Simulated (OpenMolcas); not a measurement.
Pd4+ (d6) among equal point charges was computed by CASSCF with the d shell active (OpenMolcas, ANO-RCC-VDZP on the metal). Its lowest spin-free states, and all those of the highest spin:

```
2S+1  Degeneracy  E (cm-1)
   5           2       0.0
   5           1     368.7
   5           1      1083
   5           1      1800
   3           2     20814
   3           1     20984
   3           2     21295
   3           1     21297
   3           1     21945
   3           2     22055
   3           1     22121
   3           1     22218
```

Task: Is the site octahedral, tetrahedral or cube-like, axial, or of lower symmetry?

Result: The states with 2S+1 = 5 have orbital degeneracies 2, 1, 1, 1. There are pairs but no triples, so the site is axial: not cubic, but with a proper or improper axis of order three or more. The run had Pd4+ among 6 point charges of -0.5 e arranged as a tetragonal octahedron (D4h), 2.05 Å from the ion, with the axial distance 2.173 Å.

Spin-orbit coupling mixes the spin-free states strongly: the lowest level takes only 65 % from its leading state, 5E. An orbital doublet at a regular site is open to a Jahn-Teller distortion, which this geometry leaves out. Without dynamic correlation the repulsion within the d shell is too large (B by tens of per cent), so at a given field states of lower spin stand too high. Point charges give a weaker field than real ligands, and real ions of this kind are as a rule low spin; the high spin found here belongs to the model. The ground term spreads over less than 5000 cm-1, several times less than with real ligands, so orbital moments are less quenched and χT lies further from the spin-only value than at real sites. Point charges carry no covalency, so the field is a model and not that of real ligands. No measured value stands beside these numbers.
